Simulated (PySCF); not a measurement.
SeO₃: how level, basis and relativity move the structure

Each row is its own optimisation.

Each entry is the lowest minimum that a search over a few typed start shapes (and spin states, where more than one is plausible) found, or that minimum re-optimised at the stated level; isomers with ligand–ligand bonds, or fragments after loss of a ligand pair, can lie lower. Open shells are unrestricted; no spin–orbit coupling; PySCF with density fitting.

```json
{"level": "B3LYP/def2-TZVP (no relativity)", "2S+1": "1", "point group": "D3h", "mean bond to Se (Å)": "1.601", "lowest ω (cm⁻¹)": "262", "polar-tensor charge of Se": "1.52", "atomisation (kJ/mol)": "1047"}
{"level": "PBE/def2-TZVP (no relativity)", "2S+1": "?", "point group": "?", "mean bond to Se (Å)": "?", "lowest ω (cm⁻¹)": "?", "polar-tensor charge of Se": "?", "atomisation (kJ/mol)": "?"}
{"level": "PBE0/def2-TZVP (no relativity)", "2S+1": "1", "point group": "D3h", "mean bond to Se (Å)": "1.588", "lowest ω (cm⁻¹)": "278", "polar-tensor charge of Se": "1.57", "atomisation (kJ/mol)": "1059"}
```

Task: Fill in the row of PBE/def2-TZVP (no relativity).

Result: 2S+1: 1; point group: D3h; mean bond to Se (Å): 1.619; lowest ω (cm⁻¹): 251; polar-tensor charge of Se: 1.41; atomisation (kJ/mol): 1248.

Across these levels the mean bond spreads over 0.031 Å and the highest wavenumber over 85 cm⁻¹; all give the same point group.

Levels that gave another bonding pattern or an unsound solution are left out.
